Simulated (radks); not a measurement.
Values are calculated unless marked as measured or tabulated.
All-electron atom: the cerium ion Ce2+ in [Xe] 4f1.75 5d0.25 (fractional occupations, a model configuration). Code: a radial shooting solver on a logarithmic mesh with Libxc functionals. Model: Dirac Kohn-Sham, LDA (Slater exchange, Perdew-Wang correlation), spin-unpolarised, spherical densities, finite nucleus; open shells fill j = l - 1/2 first; Fermi nuclear charge, rms radius 4.8771 fm.

Normalised radial functions P(r) = r R(r) (large component), r in bohr:

```
   r/bohr * 4d5/2, o 5d3/2 (the largest magnitude, 1.27, reaches the edge; | marks zero, & curves that meet)
  0.00433                             &
 0.005822                             &
 0.007828                             &
  0.01044                             &
  0.01404                             &
  0.01887                             &
  0.02517                             o*
  0.03384                             o*
   0.0455                             |o *
  0.06068                             |o   *
  0.08159                             | o     *
   0.1088                             |  o        *
   0.1463                             |   o          *
   0.1967                             |   o         *
   0.2623                             |o     *
   0.3527                       *   o |
   0.4742         *             o     |
   0.6325  *                    o     |
   0.8504      *                    o |
    1.143               *             |    o
    1.525                       *     |          o
     2.05                           * |             o
    2.734                             *            o
    3.676                             *        o
    4.943                             *   o
    6.592                             *o
    8.863                             &
```

4d5/2: eigenvalue -116.56 eV, 1 radial node at r = 0.309 bohr, <r> = 0.753 bohr, 90 % of the charge inside 1.13 bohr. 5d3/2: eigenvalue -14.011 eV, 2 radial nodes at r = 0.296, 0.922 bohr, <r> = 2.61 bohr, 90 % of the charge inside 3.96 bohr.
